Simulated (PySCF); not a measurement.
## SnBi: one state, many levels of theory

State: ²Π (doublet), unpaired electrons π ↑. Set-up: PySCF, scalar-relativistic core potentials, basis sets Sn cc-pVDZ-PP with ECP28, Bi cc-pVDZ-PP with ECP60. De refers to Sn + Bi in their high-spin ground configurations, without counterpoise correction. The functionals are run spin-unrestricted. A positive dipole means Sn(−)Bi(+). Levels whose curve was spin-contaminated or gave no clean fit are not listed.

| Level | Re (Å) | ωe (cm⁻¹) | De (eV) | μ (D) |
| --- | --- | --- | --- | --- |
| UHF-CCSD | 2.746 | 188 | 1.37 | n/a |
| UHF-CCSD(T) | 2.770 | 177 | 1.60 | n/a |
| PBE | 2.746 | 188 | 2.48 | -0.59 |
| BP86 | 2.748 | 187 | 2.53 | -0.62 |
| r²SCAN | 2.729 | 181 | 2.07 | -0.62 |
| PBE0 | 2.710 | 190 | 2.10 | -0.73 |
| MN15 | 2.700 | 188 | 2.13 | -0.78 |

The bond length runs from 2.700 Å (MN15) to 2.770 Å (UHF-CCSD(T)). De spans 1.37 eV (UHF-CCSD, coupled cluster) to 2.53 eV (BP86, GGA).

Correlated steps freeze 8 core orbitals. Correlated levels converge slowly with the basis: in double zeta they bind strong bonds too weakly, by up to about 1 eV, and carry superposition errors of some tenths. These are scalar-relativistic numbers at best; spin–orbit coupling would shift them, the dissociation energy most. The state was picked by a PBE0 search and need not be the measured ground state.
